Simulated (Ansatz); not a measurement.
Co2O2⁻. Total charge -1; quartet. Geometry PBE-D4/def2-SVPD; atoms count from 1.

Cartesian coordinates in Å:
```
Co 0.8746 0.4482 -0.3940
Co -0.8746 -0.4486 0.3940
O -0.6365 0.1213 -1.2753
O 0.6365 -0.1208 1.2753
```

The charge -1 quartet is spin-contaminated (final ⟨S²⟩ up to 4.19, 3.75 for a pure state). The highest occupied level of the charge -1 quartet lies above zero (up to 0.24 eV). The electron is either unbound and held by the finite basis, or the level is raised by self-interaction error. At PBE0-D4/def2-TZVPD a doublet of charge -1 lies 0.62 eV below the quartet, each at its own geometry. The structure comes from a short search, and lower isomers may exist.

**Question.** Estimate the Mulliken populations from the PBE0/def2-TZVPD orbitals of Ansatz.

**Answer.** 
```json
{"atom": "Co1", "charge (e)": "0.50", "spin (α − β)": "1.54", "d electrons": "7.58"}
{"atom": "Co2", "charge (e)": "0.50", "spin (α − β)": "1.55", "d electrons": "7.58"}
{"atom": "O3", "charge (e)": "-1.00", "spin (α − β)": "-0.05", "d electrons": "–"}
{"atom": "O4", "charge (e)": "-1.00", "spin (α − β)": "-0.05", "d electrons": "–"}
```
Mulliken values depend strongly on the basis. With diffuse functions, as here, like atoms can get unlike values, and bond orders can come out too low or too high.

**Question.** Where does the spin sit?

**Answer.** Summed by element: Co 3.09, O -0.09, of 3 unpaired in all. Largest on single atoms: Co2 1.55, Co1 1.54, O3 -0.05.

**Question.** And the Mayer bond orders between heavy atoms (over 0.3)?

**Answer.** Co1–Co2 0.71 (2.12 Å); Co1–O3 0.74 (1.78 Å); Co1–O4 0.74 (1.78 Å); Co2–O3 0.73 (1.78 Å); Co2–O4 0.73 (1.78 Å).
